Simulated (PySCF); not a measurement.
Worked example: oscillator strength and radiative lifetime

In(GeH3)(H)2 (GeH5In), SMILES [InH2][GeH3].

Geometry optimised at PBE0-D3(BJ)/def2-TZVP. The def2 effective core potentials stand for the cores of In; spin–orbit coupling is left out.

TDA-ωB97X/def2-SVPD (PySCF 2.14.0) puts the first singlet state with f over 0.02 at 6.73 eV (vertical), with the transition dipole (1.746, 0.057, -0.505) in atomic units.

Question: Find the oscillator strength, the wavelength and the radiative lifetime that this transition would have in vacuum if emission retraced absorption.

Answer: 
|μ|² = 3.3068 au, so |μ| = 4.62 D. ΔE = 6.73/27.211 = 0.2473 hartree. f = (2/3) ΔE |μ|² = 0.545 (the program prints 0.545).
λ = 1239.84/6.73 = 184 nm; ν = 54281 cm⁻¹.
Einstein's coefficient A = 0.6670 ν² f s⁻¹ (ν in cm⁻¹) = 1.1e9 s⁻¹, so τ = 1/A = 0.93 ns. This state is S3; the lower singlets have f = 0.003, 0.000. The figure is the radiative limit of this one transition; relaxation, internal conversion, crossing to triplets and a medium change what is measured.
